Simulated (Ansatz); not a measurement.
Steps of a relaxation of CH6BBrSn (`C[B](Br)[SnH3]`) with RKS PBE0-D4/def2-TZVP.

```sh
$ ansatz run in.yaml --threads 4 --pin off --events-out ev --progress --plain --max-ram 10444MiB
```

```yaml
crystal:
  periodic: [false, false, false]
  atoms:
    - {symbol: C, position_ang: [0.042702, 1.348903, -1.028666]}
    - {symbol: B, position_ang: [0.569235, -0.032624, -0.529361]}
    - {symbol: Br, position_ang: [2.060058, -0.875981, -1.410934]}
    - {symbol: Sn, position_ang: [-0.355050, -1.156726, 1.221263]}
    - {symbol: H, position_ang: [-0.025762, 2.057346, -0.172539]}
    - {symbol: H, position_ang: [0.627409, 1.815729, -1.845621]}
    - {symbol: H, position_ang: [-1.011997, 1.225712, -1.366548]}
    - {symbol: H, position_ang: [-0.904249, -2.727774, 0.745111]}
    - {symbol: H, position_ang: [-1.712690, -0.312035, 1.895700]}
    - {symbol: H, position_ang: [0.793444, -1.393750, 2.494496]}
basis:
  gaussian: {orbitals: def2-TZVP}
hamiltonian: {xc: pbe0, dispersion: d4}
relax: {f_tol: 0.005, max_steps: 150}
```

Positions (Å) and forces (eV/Å) along the path, 7 of 7 steps:

```xyz
10
step=1 energy=-77679.6955 eV
C     0.043    1.349   -1.029   -0.121    0.248   -0.031
B     0.569   -0.033   -0.529   -0.037    0.095   -0.045
Br    2.060   -0.876   -1.411   -0.162    0.102    0.090
Sn   -0.355   -1.157    1.221   -0.067   -0.116    0.142
H    -0.026    2.057   -0.173    0.050   -0.324   -0.406
H     0.627    1.816   -1.846   -0.286   -0.245    0.402
H    -1.012    1.226   -1.367    0.479    0.040    0.134
H    -0.904   -2.728    0.745    0.092    0.274    0.060
H    -1.713   -0.312    1.896    0.234   -0.133   -0.124
H     0.793   -1.394    2.494   -0.181    0.059   -0.222
10
step=2 energy=-77679.7177 eV
C     0.038    1.338   -1.014   -0.048    0.095   -0.005
B     0.554   -0.036   -0.508    0.036    0.096   -0.128
Br    2.039   -0.874   -1.387   -0.001    0.011   -0.003
Sn   -0.354   -1.157    1.217    0.037    0.080   -0.087
H    -0.023    2.049   -0.175    0.011   -0.100   -0.122
H     0.621    1.785   -1.827   -0.078   -0.070    0.116
H    -1.005    1.218   -1.351    0.139    0.011    0.044
H    -0.893   -2.688    0.727   -0.050   -0.171   -0.040
H    -1.680   -0.318    1.867   -0.164    0.088    0.090
H     0.785   -1.367    2.455    0.118   -0.041    0.135
10
step=3 energy=-77679.7237 eV
C     0.041    1.340   -1.018   -0.012    0.001    0.011
B     0.558   -0.034   -0.517    0.013    0.037   -0.027
Br    2.045   -0.866   -1.399   -0.024    0.003    0.019
Sn   -0.358   -1.152    1.219    0.013   -0.004   -0.015
H    -0.020    2.046   -0.181    0.004   -0.014   -0.013
H     0.620    1.788   -1.827   -0.001   -0.011    0.008
H    -0.999    1.220   -1.353    0.015   -0.003    0.004
H    -0.893   -2.698    0.733   -0.011   -0.019   -0.005
H    -1.697   -0.317    1.882   -0.009    0.007    0.004
H     0.787   -1.377    2.465    0.012    0.002    0.016
10
step=4 energy=-77679.7235 eV rejected
C     0.038    1.343   -1.017    0.050   -0.033   -0.023
B     0.557   -0.031   -0.518   -0.034   -0.009    0.042
Br    2.042   -0.870   -1.395   -0.019    0.024    0.001
Sn   -0.357   -1.154    1.219    0.008    0.011   -0.018
H    -0.023    2.053   -0.183    0.006   -0.013    0.000
H     0.624    1.781   -1.825   -0.015    0.036   -0.013
H    -1.000    1.223   -1.357    0.006   -0.007    0.000
H    -0.893   -2.701    0.730   -0.003   -0.007    0.001
H    -1.696   -0.320    1.883   -0.002    0.000    0.003
H     0.790   -1.376    2.465    0.003   -0.002    0.007
10
step=5 energy=-77679.7239 eV
C     0.040    1.342   -1.019    0.000   -0.005    0.008
B     0.557   -0.031   -0.516    0.004    0.003   -0.012
Br    2.042   -0.866   -1.396   -0.002   -0.001    0.003
Sn   -0.357   -1.155    1.218   -0.003    0.003    0.003
H    -0.020    2.049   -0.183   -0.001    0.002    0.000
H     0.621    1.787   -1.828    0.001   -0.002    0.001
H    -0.998    1.221   -1.355    0.000   -0.001    0.000
H    -0.895   -2.702    0.732    0.002    0.003   -0.001
H    -1.696   -0.319    1.882    0.000   -0.002    0.001
H     0.788   -1.377    2.467   -0.001    0.000   -0.002
10
step=6 energy=-77679.7239 eV
C     0.041    1.341   -1.018   -0.002    0.011   -0.007
B     0.557   -0.031   -0.517    0.004   -0.006    0.001
Br    2.041   -0.868   -1.396   -0.002    0.000    0.001
Sn   -0.357   -1.154    1.218   -0.002   -0.001    0.003
H    -0.022    2.049   -0.183    0.000   -0.001    0.001
H     0.622    1.787   -1.826    0.000   -0.001    0.002
H    -0.997    1.220   -1.357    0.001   -0.001    0.001
H    -0.894   -2.700    0.731    0.000    0.000    0.000
H    -1.696   -0.319    1.884    0.001   -0.001    0.000
H     0.789   -1.376    2.466    0.000    0.000   -0.001
10
step=7 energy=-77679.7239 eV
C     0.041    1.342   -1.018    0.001    0.000    0.000
B     0.557   -0.031   -0.517    0.000    0.000    0.000
Br    2.039   -0.869   -1.397    0.001   -0.001    0.000
Sn   -0.357   -1.154    1.219    0.000    0.000    0.000
H    -0.025    2.048   -0.182   -0.001    0.000    0.000
H     0.624    1.789   -1.825    0.000    0.000    0.000
H    -0.996    1.219   -1.360    0.000    0.000    0.000
H    -0.894   -2.700    0.732    0.000    0.000    0.000
H    -1.696   -0.319    1.885    0.000    0.000    0.000
H     0.790   -1.377    2.466    0.000    0.000    0.000
```

Run time 26 s (4 threads of an Arm Neoverse V2 on a shared host); peak host memory 0.61 GiB.
